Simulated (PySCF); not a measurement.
This PySCF input asks for the NMR shieldings of `O[SiH](O)BC1CC1`, C₃H₉BO₂Si; the geometry comes from GFN2-xTB.

```python
import basis_set_exchange as bse
import numpy as np
from pyscf import gto, dft
from pyscf.prop import nmr

atoms = """
O     3.013390    0.863212   -0.195823
Si    1.670491   -0.087425   -0.046239
O     1.274635    0.099894    1.529669
B     0.182292    0.392556   -1.223123
C    -1.289306    0.148361   -0.862403
C    -1.782944    0.369669    0.566718
C    -1.688199   -1.008136    0.050334
H     3.409986    0.994275   -1.049891
H     2.169469   -1.478564   -0.206282
H     1.979683    0.162492    2.169639
H     0.400259    0.837994   -2.291690
H    -2.047145    0.377876   -1.607622
H    -2.755659    0.825426    0.677963
H    -1.055634    0.686397    1.296046
H    -2.593236   -1.539860   -0.203604
H    -0.895681   -1.635223    0.426391
"""
names = dict.fromkeys(["O", "Si", "B", "C", "H"], "pcSseg-1")
basis = {el: gto.basis.parse(bse.get_basis(n, elements=[el], fmt="nwchem")) for el, n in names.items()}
mol = gto.M(atom=atoms, basis=basis, charge=0, verbose=0)
mf = dft.RKS(mol, xc="PBE0")
mf.grids.level = 2
mf.grids.alignment = dft.numint.BLKSIZE   # the property module wants whole blocks of grid points
mf.conv_tol = 1e-9
mf.kernel()

calc = nmr.RKS(mf)   # GIAO
C = mf.mo_coeff
Co = C[:, mf.mo_occ > 0]
resp = mf.gen_response(singlet=True, hermi=2)
def vind(x):   # induced exchange potential for any number of trial vectors
    d = np.einsum("pi,xij,qj->xpq", C, 2 * x.reshape(-1, C.shape[1], Co.shape[1]), Co, optimize=True)
    return np.einsum("xpq,pi,qj->xij", resp(d - d.transpose(0, 2, 1)), C, Co, optimize=True).ravel()
mo1, _ = nmr.rhf.solve_mo1(calc, with_cphf=vind)
sigma = calc.kernel(mo1)
for i, s in enumerate(sigma):   # ppm
    print("%2d %-2s %9.2f" % (i, mol.atom_pure_symbol(i), np.trace(s) / 3))
```

Problem. Give the expected output.

Solution. 
```
 0 O     303.02
 1 Si    358.75
 2 O     298.23
 3 B       4.41
 4 C     159.99
 5 C     170.54
 6 C     167.25
 7 H      31.05
 8 H      26.12
 9 H      30.18
10 H      22.94
11 H      29.98
12 H      30.35
13 H      29.31
14 H      30.21
15 H      30.45
```

These numbers come from an equivalent density-fitted implementation of the same equations, which agrees with the script to about 0.01 ppm for H and up to a few tenths of a ppm for heavy atoms, so last digits may differ.

Size and cost of the density-fitted run: 171 basis functions, 53 s wall time on 1 thread of an Arm Neoverse N1, shared host; peak memory 0.77 GiB.
